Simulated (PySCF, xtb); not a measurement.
C4H7NSi, SMILES N#C/C=C\C[SiH3].

xtb with GFN2-xTB at its own geometry gives an orbital gap of 3.62 eV and a dipole moment of 4.13 D.

The structure is a stationary point at PBE-D3(BJ)/def2-SVP. The structure was generated by enumeration; whether it is a known compound was not checked. Other conformers were not sampled.

Q: What does PBE/def2-TZVP (PySCF) give? (Estimate from the structure and the level; the computed values follow.)

A: gap 4.07 eV (levels -6.58 and -2.52 eV), dipole 4.10 D.
